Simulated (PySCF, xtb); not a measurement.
CH₇NOSi, SMILES C[Si@H](N)O. Other conformers were not sampled.

Harmonic wavenumbers (cm⁻¹) from GFN2-xTB run with xtb at its own minimum, in rising order: 103, 192, 214, 244, 271, 307, 575, 646, 673, 712, 797, 813, 820, 841, 889, 933, 1385, 1496, 1504, 1531, 2253, 3034, 3048, 3054, 3476, 3518, 3672.

What does B3LYP-D3(BJ)/def2-SVP in PySCF give at its own minimum? (Estimate from the structure and the level; the computed values follow.)

144, 177, 218, 230, 296, 348, 407, 647, 668, 744, 807, 816, 856, 906, 925, 956, 1273, 1435, 1437, 1543, 2224, 3025, 3111, 3123, 3570, 3662, 3859. Paired by order, the mean absolute difference is 50 cm⁻¹ and the zero-point energies are 52.9 and 53.5 kcal/mol.
